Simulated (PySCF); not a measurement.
## C₆ coefficients of unlike pairs at PBE

Calculated with PySCF 2.14 from the dipole response of each species, C₆(A,B) = (3/π) ∫ α_A(iu) α_B(iu) du, in atomic units, from isotropic polarisabilities. For ions this is the dispersion term alone; charge-induced terms of lower order in 1/R come first.

```csv
species,configuration,basis,relativity,α (bohr³),C₆ (like pair)
O⁺,[He] 2s2 2p3 (4S),aug-cc-pCVQZ-DK (9s8p6d4f2g),spin-free X2C,2.687,5.302
V,[Ar] 3d3 4s2 (4F),aug-cc-pVDZ-DK (7s6p4d2f),spin-free X2C,90.79,969.7
Si³⁺,[Ne] 3s1 (2S),aug-cc-pwCVQZ (10s9p7d5f3g),none,7.087,13.29
Pt,[Xe] 4f14 5d9 6s1 (3D),aug-cc-pVDZ-PP with ECP60MDF (5s5p4d2f),core potential,37.12,328.1
```

Task: Estimate C₆ for Pt with V.

Result: The integral gives 527.3. The combination rule 2 C_A C_B / (C_A α_B/α_A + C_B α_A/α_B) gives 530.7 and the geometric mean 564.0.

No spin-orbit coupling is included.

The other pairs:

```tsv
pair	C₆
Si³⁺, O⁺	7.499
Si³⁺, V	106.5
V, O⁺	52.57
Pt, O⁺	38.49
Pt, Si³⁺	65.53
```
